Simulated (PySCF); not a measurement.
Si(H)(F) cation (FHSi), SMILES F[SiH] (connectivity only; charge and spin as stated), charge +1, multiplicity 2. Atoms are numbered in the order given.

```xyz
3

Si     0.1263     0.5415     0.0000
H     -1.1705     1.3240     0.0000
F     -0.0665    -0.9895     0.0000
```
Charge +1, spin multiplicity 2.

Geometry: r2SCAN-D4/def2-TZVPD. The spin state was assumed, not searched. The isomer is the one that the SMILES or the coordinates give; other isomers of the formula were not compared.

All values below come from PBE0/pcH-1 in PySCF.

Unrestricted Kohn–Sham, ⟨S²⟩ = 0.755. Hyperfine tensors hold the contact and dipolar terms, without spin-orbit corrections.

Computed hyperfine couplings:
```json
[
 {"nucleus": "29Si no. 1", "A(iso) (MHz)": "-977.0", "A(iso) (G)": "-348.6", "dipolar principal values (MHz)": "-143.7, 65.9, 77.9"},
 {"nucleus": "1H no. 2", "A(iso) (MHz)": "508.2", "A(iso) (G)": "181.3", "dipolar principal values (MHz)": "-5.4, -3.3, 8.8"},
 {"nucleus": "19F no. 3", "A(iso) (MHz)": "147.6", "A(iso) (G)": "52.7", "dipolar principal values (MHz)": "-177.0, -160.7, 337.7"}
]
```

Task: And the g tensor (effective nuclear charges for spin-orbit coupling, GIAO)? (Estimate from the structure and the level; the computed values follow.)

Result: principal values 1.9905, 2.0021, 2.0031; isotropic 1.9986.
